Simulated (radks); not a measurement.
Results of a calculation; reference values are marked as such.
Question: Radial electron density D(r) = 4 pi r^2 rho(r) of an atom or ion with 12 electrons. Level of theory: Dirac Kohn-Sham, PBE, spin-unpolarised, spherical densities, finite nucleus; Fermi nuclear charge, rms radius of each element as measured or else 0.836 A^(1/3) + 0.57 fm (a radial shooting solver on a logarithmic mesh with Libxc functionals).

r (bohr),D(r) (e/bohr)
0.004042,0.3155
0.005179,0.5005
0.006584,0.7757
0.00837,1.189
0.01073,1.824
0.01363,2.711
0.01747,3.990
0.02221,5.638
0.02846,7.766
0.03618,10.12
0.046,12.48
0.05895,14.43
0.07494,15.28
0.09603,14.71
0.1221,13.01
0.1552,11.08
0.1989,10.10
0.2528,10.60
0.324,11.67
0.4118,11.55
0.5236,9.376
0.6709,5.898
0.8529,3.277
1.093,2.377
1.389,2.468
1.78,2.219
2.263,1.436
2.877,0.6733
3.687,0.2269
4.687,0.05572
6.007,0.007485
7.636,0.0005015

What is the nuclear charge?

Answer: Z = 14. The innermost maximum, from 1s, lies near gamma/Z bohr with gamma = sqrt(1 - (Z/c)^2) = 0.995, here 0.0711 bohr (found: 0.0774), and its height grows with Z. The density is that of the silicon ion Si2+ in [He] 2p6 3s2 3d2; the configuration itself is not fixed sharply by these data, and Z only to about a unit. D(r) has 3 maxima, at r = 0.0774, 0.362, 1.45 bohr, and minima at 0.205, 1.14 bohr, inside which lie 2.29, 8.45 electrons.
